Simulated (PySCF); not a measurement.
C₇H₁₀N₂.
SMILES: `CCc1ccc(C)nn1`

Level of theory: TDDFT CAM-B3LYP/def2-SVPD, vertical, gas phase, core orbitals frozen in the response in PySCF. Isolated species at its PBE0-D3(BJ)/def2-SVP geometry (one conformer only). Torsions of this conformer, `[CH3:1][CH2:2][c:3]1[cH:4][cH:5][c:6]([CH3:7])[n:8][n:9]1`: C1–C2–C3–C4 -85°.

Computed states:

```tsv
state	E (eV)	f
S1	3.68	0.0040
S2	4.40	0.0000
S3	5.44	0.035
S4	6.00	0.0000
S5	6.32	0.095
S6	6.69	0.0060
S7	6.79	0.023
S8	7.18	0.717
S9	7.34	0.123
S10	7.52	0.137
```

Broadening: Gaussians 0.3 eV wide at half height, area fixed by f = 4.319×10⁻⁹ ∫ε dν̃. The cross-section is σ = 3.8235×10⁻²¹ ε cm², given in Mb (10⁻¹⁸ cm²). The width is an assumption, not a result. The curve ends short of the highest state used, and states not computed would add to its high-energy end.

(1) Give the broadened spectrum and its maxima.

(2) Coming from long wavelengths, where does ε first pass 100 L mol⁻¹ cm⁻¹?

(3) On this curve, what absorbance would a 10⁻⁴ mol/L sample give at 222 nm over a 1 cm path?

Answers

(1) 
λ (nm), σ (Mb) and a bar:
```
    179.1      38.54 ##############################
    183.9      10.22 ########
    188.7       7.93 ######
    193.4      25.88 ####################
    198.2      28.66 ######################
    203.0       8.02 ######
    207.8       0.69 #
    212.5       0.12 
    217.3       1.36 #
    222.1       6.41 #####
    226.8      11.73 #########
    231.6       9.53 #######
    236.4       3.72 ###
    241.1       0.79 #
    245.9       0.09 
    250.7       0.01 
    255.5       0.00 
    260.2       0.00 
    265.0       0.00 
    269.8       0.00 
    274.5       0.01 
    279.3       0.01 
    284.1       0.01 
    288.8       0.01 
    293.6       0.00 
    298.4       0.00 
    303.1       0.01 
    307.9       0.03 
    312.7       0.11 
    317.5       0.27 
    322.2       0.55 
    327.0       0.91 #
    331.8       1.22 #
    336.5       1.36 #
    341.3       1.28 #
    346.1       1.03 #
    350.8       0.73 #
    355.6       0.44 
    360.4       0.24 
    365.1       0.12 
    369.9       0.05 
    374.7       0.02 
    379.5       0.01 
    384.2       0.00
```

Maxima: 337 nm (3.68 eV), ε about 360, made up of S1 (100%); 228 nm (5.44 eV), ε about 3100, made up of S3 (100%); 196 nm (6.32 eV), ε about 8600, made up of S5 (100%) (ε in L mol⁻¹ cm⁻¹; maxima over ε = 5, shares over 10%). At its high-energy end, 6.92 eV, the curve is still rising (ε about 9800, from S7 and S8).

(2) At about 357 nm (3.48 eV), 0.20 eV below S1.

(3) 222 nm is 5.585 eV, where ε is about 1600 L mol⁻¹ cm⁻¹, so A = ε c l ≈ 0.16 (Beer–Lambert, with the gas-phase spectrum and the assumed width).

The vertical ionisation energy (ΔSCF) is 8.54 eV, 1.02 eV above S10.

On one thread, Arm Neoverse N1, no GPU (shared host), this took 7.4 min.
